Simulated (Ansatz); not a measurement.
Molecule: AgI (charge 0, singlet). SMILES: [Ag][I]
Geometry: optimised at B3LYP-D3(BJ)/def2-TZVP (Ansatz, a quantum-chemistry and plane-wave program).

Quantity: vertical ionisation energy (to the doublet state of charge +1; each state is the SCF solution reached for its spin), in eV. Cores are frozen in the correlated levels unless marked. UHF or UKS for open shells. No spin-orbit coupling. The frozen core is the preceding noble-gas configuration, with the filled d and f shells of earlier blocks. In def2 rows, elements after Kr have scalar-relativistic effective core potentials. CBS(X,Y): correlation extrapolated as X^-3; Hartree-Fock from the larger set.

```json
[
 {"level": "SVWN5/def2-TZVPD", "program": "Ansatz", "vertical ionisation energy (eV)": "9.33", "minus last row": "0.31"},
 {"level": "PBE/def2-TZVPD", "program": "Ansatz", "vertical ionisation energy (eV)": "9.00", "minus last row": "-0.02"},
 {"level": "r2SCAN/def2-TZVPD", "program": "Ansatz", "vertical ionisation energy (eV)": "8.97", "minus last row": "-0.05"},
 {"level": "PBE0/def2-TZVPD", "program": "Ansatz", "vertical ionisation energy (eV)": "8.93", "minus last row": "-0.09"},
 {"level": "wB97X-V/def2-TZVPD", "program": "Ansatz", "vertical ionisation energy (eV)": "8.85", "minus last row": "-0.17"},
 {"level": "CCSD/def2-SVPD", "program": "Ansatz", "vertical ionisation energy (eV)": "8.59", "minus last row": "-0.43"},
 {"level": "CCSD/def2-TZVPPD", "program": "Ansatz", "vertical ionisation energy (eV)": "8.66", "minus last row": "-0.36"},
 {"level": "CCSD(T)/def2-TZVPPD", "program": "Ansatz", "vertical ionisation energy (eV)": "8.75", "minus last row": "-0.27"},
 {"level": "CCSD(T)/def2-QZVPPD", "program": "Ansatz", "vertical ionisation energy (eV)": "8.90", "minus last row": "-0.12"},
 {"level": "CCSD(T)/CBS(def2-TZVPPD,def2-QZVPPD)", "program": "Ansatz", "vertical ionisation energy (eV)": "9.02", "minus last row": "0.00"}
]
```
